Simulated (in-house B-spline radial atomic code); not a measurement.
Atomic self-consistent-field run: the indium ion In³⁺ (with a hole in an inner shell). Method: Dirac-Kohn-Sham PBE, spherical fractional occupations, Fermi nucleus of rms radius 4.6156 fm. Calculated with a B-spline radial code for spherical atoms.

In the input, a minus or plus after the letter marks the j = l - 1/2 or j = l + 1/2 subshell.

Command:
```bash
python run_scf.py task.json out
```
Settings (nuclear radius in fm, mass in u):
```
Z                49
configuration    1s2 2s2 2p6 3s2 3p6 3d10 4s2 4p6 4d-4 4d+5 5s1
hamiltonian      dirac
method           pbe,pbe
spin_polarised   False
nucleus          fermi
rms_radius       4.6156
atomic_mass      114.90388
speed_of_light   137.035999084
```

Output (hartree, bohr):
```
 radial grid: 73 intervals, B-splines of order 8, outer radius 39.1892 bohr

 iter        energy (Eh)    residual
    1       -5868.056700    5.14e-01
    2       -5873.301169    5.12e-01
    3       -5880.297191    9.20e-02
    4       -5880.533939    1.82e-02
    5       -5880.543311    7.33e-03
    6       -5880.544575    3.03e-03
    7       -5880.544799    7.88e-04
    8       -5880.544819    4.12e-06
    9       -5880.544819    3.36e-07

 total energy                     -5880.54482
 kinetic                            6179.0040
 electron-nucleus                 -14210.6543
 Hartree                            2309.9091
 exchange-correlation               -158.8036

 first-order corrections (not in the total)
   Gaunt                             4.5979
   retardation                      -0.4688
   frequency dependence             -0.0378
   self-energy                       3.1113
   Uehling                          -0.3990
   Wichmann-Kroll                    0.0080
   recoil                            0.0192

 orbital      occ     eigenvalue          <r>       <r^2>       <1/r>       r_max    small
 1s1/2      2.000     -1020.5924    0.0297129  0.00119456     51.8576     0.01922  3.23e-02
 2s1/2      2.000      -153.9157     0.128123   0.0194123          12      0.1087  6.82e-03
 2p1/2      2.000      -143.6276     0.108452    0.014455     11.9815     0.08384  6.84e-03
 2p3/2      4.000      -135.8781     0.113727   0.0157661     11.1909     0.08827  6.54e-03
 3s1/2      2.000       -30.2906     0.348297    0.138858     4.22798      0.3157  1.96e-03
 3p1/2      2.000       -26.1387     0.339351    0.133899     4.13537      0.3021  1.90e-03
 3p3/2      4.000       -24.7385     0.350444    0.142577     3.94252      0.3122  1.82e-03
 3d3/2      4.000       -17.3966     0.322195    0.123465     3.78538      0.2565  1.70e-03
 3d5/2      6.000       -17.1096     0.325734    0.126045     3.73552      0.2594  1.68e-03
 4s1/2      2.000        -5.7001      0.84427    0.806464     1.64998      0.7691  5.20e-04
 4p1/2      2.000        -4.3372     0.894255    0.913256     1.53435      0.7978  4.62e-04
 4p3/2      4.000        -4.0889     0.923188    0.973261     1.47322       0.822  4.38e-04
 4d3/2      4.000        -1.9593      1.11462      1.4642     1.19334      0.9148  3.03e-04
 4d5/2      5.000        -1.9250       1.1274     1.49806     1.17799      0.9242  2.97e-04
 5s1/2      1.000        -1.2906      2.16984     5.27749    0.598094       1.943  9.33e-05
```

Run time, properties included: 0.95 s on 1 thread of Arm Neoverse V1 (shared host).

For the Dirac Hamiltonian the kinetic term is c α·p + (β - 1)c².
